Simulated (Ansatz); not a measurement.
Total energies of BF₂H₄NSi, SMILES `BN[SiH](F)F`.

Z-matrix (Å, degrees):
```
Si
N 1 1.714
F 1 1.585 2 109.8
F 1 1.585 2 110.1 3 -115.5
H 1 1.465 2 110.9 3 122.3
B 2 1.404 1 124.6 3 -124.5
H 2 1.012 1 118.0 3 55.7
H 6 1.195 2 119.7 1 -179.8
H 6 1.197 2 118.7 1 0.2
```

Total charge 0; spin multiplicity 1. Geometry: relaxed with PBE0-D4/def2-TZVP. It is one conformer, not always the lowest. Basis def2-TZVPP, Ansatz 0.2.0.

RPA on PBE orbitals: Hartree–Fock energy of these orbitals -569.56264 Eh, correlation -1.46387 Eh (frozen core).

```csv
functional,energy without D4 (Eh),D4 term (kJ/mol)
LDA (SPW92),-568.33648,–
PBE,-571.05904,-16.3
revPBE,-571.34999,-51.9
BLYP,-571.46733,-36.5
r2SCAN,-571.36343,-3.9
B97M-V,-571.37409,–
PBE0,-571.10181,-13.7
B3LYP,-571.55003,-26.4
r2SCANh,-571.34850,-4.1
r2SCAN0,-571.32723,-4.6
HSE06 (plane-wave form),-571.08247,-12.7
BHLYP,-571.41314,-19.7
CAM-B3LYP,-571.44780,-13.8
LC-ωPBE,-571.26478,–
ωB97X-V,-571.38334,–
ωB97M-V,-571.41871,–
B2PLYP,-571.23155,–
PBE-QIDH,-570.99049,–
```

B3LYP takes the VWN-RPA correlation (the form of Gaussian; ORCA's B3LYP/G). HSE06 is the plane-wave form, built on full-range PBE exchange. The double hybrids freeze the cores in their second-order part.

LC-ωPBE has ω = 0.4 bohr⁻¹.
